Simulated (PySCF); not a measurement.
C3H5FSi, SMILES FC=C=C[SiH3]. Atoms are numbered in the order given.

```xyz
10

F      2.6798     0.1091    -0.6142
C      1.6336     0.8911    -0.2896
C      0.5711     0.4429     0.3359
C     -0.5267     0.0206     0.9154
Si    -2.0103    -0.6216    -0.0542
H      1.7646     1.9348    -0.5922
H     -0.5821     0.0354     2.0153
H     -3.2152     0.1972     0.2708
H     -2.2925    -2.0349     0.3324
H     -1.7169    -0.5387    -1.5102
```

Geometry: B3LYP-D3(BJ)/def2-SVP. The structure was generated by enumeration, and PubChem lists no compound with its InChIKey, so it may never have been made.

Two levels are set side by side: PBE/pcSseg-1 (PySCF) and PBE0/pcSseg-1 (PySCF). GIAO shifts against CFCl3 (¹⁹F), TMS (²⁹Si), TMS (¹H), TMS (¹³C) at the same level; non-relativistic, no solvent, atoms listed together averaged. Differences are taken from unrounded values.

| quantity | PBE0 | PBE | PBE minus PBE0 |
|---|---|---|---|
| δ(¹⁹F) of F1 (ppm) | -201.1 | -212.2 | -11.1 |
| δ(¹³C) of C2 (ppm) | 139.6 | 140.0 | 0.4 |
| δ(¹³C) of C3 (ppm) | 228.2 | 226.3 | -1.9 |
| δ(¹³C) of C4 (ppm) | 105.7 | 105.2 | -0.6 |
| δ(²⁹Si) of Si5 (ppm) | -66.8 | -71.1 | -4.3 |
| δ(¹H) of H6 (ppm) | 7.80 | 7.82 | 0.02 |
| δ(¹H) of H7 (ppm) | 6.58 | 6.63 | 0.05 |

Rough cost on one machine, each run with all the roots and properties that it gave: PBE0 against PBE within a factor of 2.
